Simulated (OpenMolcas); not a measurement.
# Eu4+: effect of the active space

```
Program             : OpenMolcas 26.06
Method              : CASSCF or its RAS form
Basis               : ANO-RCC-VTZP
Scalar Hamiltonian  : DKH2, point nucleus
Spin-orbit coupling : state interaction with AMFI integrals over the reference wave functions, term energies averaged over their components
```

A. 5 electrons in 7 orbitals (4f); 2S+1 = 6 odd, 21 roots; 2S+1 = 4 odd, 224 roots (208 in the spin-orbit step); 2S+1 = 2 odd, 490 roots (385 in the spin-orbit step); cost of the order of 13 core-minutes
B. 5 electrons in 12 orbitals (RAS2 4f; RAS3 5d, at most 1 electron); 2S+1 = 6 odd, 21 roots; 2S+1 = 4 odd, 128 roots kept (CI in the orbitals of an earlier block); 2S+1 = 2 odd, 130 roots kept (CI in the orbitals of an earlier block); 2S+1 = 6 even, 175 roots (17 in the spin-orbit step); 2S+1 = 4 even, 96 roots kept (CI in the orbitals of an earlier block, 0 in the spin-orbit step); 2S+1 = 2 even, 17 roots kept (CI in the orbitals of an earlier block, 0 in the spin-orbit step); cost about 4 core-minutes
C. 5 electrons in 14 orbitals (RAS2 4f; RAS3 5f, at most 2 electrons); 2S+1 = 6 odd, 18 roots; 2S+1 = 4 odd, 48 roots kept (CI in the orbitals of an earlier block); cost about 6 core-minutes

Energies in cm⁻¹ above 4f⁵ ⁶H°_5/2.

```csv
Level,A,B,C
4f⁵ ⁶H°_5/2,0.0,0.0,0.0
4f⁵ ⁶H°_7/2,1390,1397,1382
4f⁵ ⁶H°_9/2,3021,3030,3037
4f⁵ ⁶H°_11/2,4822,4823,4868
4f⁵ ⁶H°_13/2,6737,6717,6774
4f⁵ ⁶H°_15/2,8715,8667,8669
4f⁵ ⁶F°_1/2,9189,9160,9762
4f⁵ ⁶F°_3/2,9502,9475,9980
4f⁵ ⁶F°_5/2,10157,10138,10510
4f⁵ ⁶F°_7/2,11313,11304,11508
4f⁵ ⁶F°_9/2,12910,12907,13099
4f⁵ ⁶F°_11/2,14814,14807,15359
```

The spin-orbit steps hold different terms of 4f⁵ (B lacks among others a ²D°, a ²F°, a ²G°, a ²H°, ²I°; C lacks among others ²D°, ²F°, ²G°, ²H°, ²I°), which shifts levels as well.

Among A to C the level of the table that moves most is 4f⁵ ⁶F°_1/2, by 600 cm-1 (lowest in B, highest in C).

High states are left out of the spin-orbit mixing, which shifts the levels that they would mix with. Without dynamic correlation excited terms often stand tens of per cent too high (terms of higher spin than the ground term too low), and those without a measured partner can miss by more than the paired ones. Active for correlation alone: 5f; no level in the range computed is led by a configuration that fills it, so any true level of that kind is missing (holds for C). Levels of configurations outside the active space are missing. The table leaves out levels that lie high or whose names do not pair safely across all columns.

° marks odd parity.
